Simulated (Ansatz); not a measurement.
Match the barriers

Saddle point of SiH2Cl3F, closed shell (SiHCl₃ ([Cl][SiH]([Cl])[Cl]) + HF → SiCl₃F ([F][Si]([Cl])([Cl])[Cl]) + H₂; bonds formed: Si1–F7, H2–H6; bonds broken: Si1–H2, H6–F7), PBE0-D4/def2-TZVP structure:

```xyz
7
angstrom
Si -0.3295 -0.0520 -0.0749
H 1.2323 -0.5623 -0.3045
Cl -0.8058 -1.6227 -1.3385
Cl -1.3047 -0.5728 1.6224
Cl -1.0188 1.5431 -1.1162
H 1.3882 0.2047 0.3042
F 0.8382 1.0620 0.9074
```

Computed with Ansatz 0.2.0 (basis: def2-TZVPP, with def2-QZVPP for the basis limit); correlated methods freeze the cores. Extrapolation: Hartree–Fock as exp(−7.88 √X), correlation as X^−2.97. Four methods, as single points on the PBE0-D4 structures, gave these electronic barriers from the start structure: 1.428, 1.536, 1.678, 2.419 eV.

Question: The methods were, in alphabetical order, BLYP-D4, HF, MP2, r2SCAN-D4. Which gave which? (A judgement: the text doesn't fix the answer.)

Answer: The calculation gives: r2SCAN-D4 1.428; BLYP-D4 1.536; MP2 1.678; HF 2.419 eV. For comparison, CCSD(T) at an estimated basis limit (MP2 extrapolated from triple and quadruple zeta, plus CCSD(T) − MP2 in triple zeta) gives 1.717 eV.

T1 diagnostic: at most 0.011.

Labels in which every atom is bracketed show which atoms are joined, not bond orders.

For scale, one of the runs: CCSD(T)/def2-TZVPP, 227 basis functions (an equivalent command: `ansatz run in.yaml --threads 4`). Hardware: 4 CPU threads, shared host. Wall time 98 s; peak host memory 3.5 GiB.
